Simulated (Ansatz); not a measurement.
`C=N/C=N/[SiH3]`, charge 0, multiplicity 1.

Q: Give a relaxed structure at PBE0-D4/def2-TZVP (Ansatz). (Estimate.)

A: Ansatz gave: 
```xyz
11

C     0.406    1.348    2.045
N     1.044    0.379    1.552
C     0.735   -0.058    0.267
N    -0.430   -0.378   -0.094
Si   -0.813   -1.032   -1.653
H    -0.354    1.900    1.482
H     0.610    1.653    3.069
H     1.633   -0.150   -0.361
H     0.387   -1.127   -2.539
H    -1.395   -2.386   -1.478
H    -1.821   -0.149   -2.291
```
This is one stationary point; other conformers may exist.
